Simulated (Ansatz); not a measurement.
A nudged elastic band was laid between two geometries of CH6Sn + H2S (11 atoms, charge 0, multiplicity 1).

Method: Ansatz 0.2.0, RKS PBE/def2-SVP.

```yaml
movable_images: 5
climbing_image: yes
spring: 5.0 eV/Å²
optimiser: quadratic models (default)
start_path: through a guess of the saddle point
force_threshold: 0.05 eV/Å
iteration_limit: 60
end_points: relaxed
```

First end point:

```xyz
11
Properties=species:S:1:pos:R:3
Sn -0.122 -0.332 0.148
C -0.424 -0.313 2.296
H -1.504 -0.393 2.522
H 0.110 -1.163 2.763
H -0.032 0.641 2.697
H 1.567 -0.194 -0.224
H -0.962 0.981 -0.601
H -0.699 -1.817 -0.533
S 1.887 3.058 1.726
H 2.325 2.338 0.655
H 2.576 2.256 2.587
```

Last end point:

```xyz
11
Properties=species:S:1:pos:R:3
Sn 0.528 0.529 -1.040
C -0.106 0.045 3.562
H -1.143 -0.259 3.323
H 0.559 -0.837 3.494
H -0.070 0.452 4.590
H 1.802 -0.118 -2.014
H -0.664 1.312 -2.007
H -0.170 -0.712 -0.060
S 1.417 2.321 0.383
H 2.346 1.507 0.961
H 0.225 0.821 2.845
```

Question: Which bonds break or form, and what moves?

Answer: Bonds broken: Sn1–C2, S9–H11. Bonds formed: Sn1–S9, C2–H11. CH6Sn + H2S becomes CH4 + H4SSn.

Question: Give the energies along the band, and the barrier.

Answer: The forces met the threshold. The highest image is number 3 of 0 to 6, 1.60 eV above the first end and 2.45 eV above the last; the last end lies 0.85 eV below the first. Neighbouring images differ by up to 1.8 eV, so the band resolves the path poorly. A vibrational analysis at the climbing image gives one clearly imaginary mode, 1273i cm⁻¹: a first-order saddle point. The orbitals stay closed-shell, which can raise the energy where a bond breaks towards radicals; this wasn't checked here.

```csv
image,path coordinate (Å),energy (eV),Sn1–C2 (Å),S9–H11 (Å),Sn1–S9 (Å)
0,0.00,0.00,2.17,1.36,4.24
1,1.43,0.01,2.17,1.36,4.08
2,2.87,0.17,2.19,1.36,3.64
3,4.30,1.60,2.47,1.72,2.87
4,5.54,-0.21,3.20,2.32,2.52
5,6.78,-0.79,3.93,2.77,2.46
6,8.02,-0.85,4.67,3.12,2.45
```

Question: What is the geometry of the highest image?

Answer: 
```xyz
11
Properties=species:S:1:pos:R:3
Sn 0.244 0.146 0.024
C -0.031 0.063 2.482
H -1.127 -0.086 2.422
H 0.483 -0.913 2.590
H 0.165 0.636 3.416
H 1.794 -0.193 -0.666
H -0.847 1.195 -0.803
H -0.556 -1.415 0.143
S 1.389 2.516 1.157
H 2.599 1.916 1.340
H 0.610 1.196 1.933
```

The run took 2.6 min on 2 threads of Arm Neoverse V1, with other jobs on the host, peak memory 0.14 GiB.
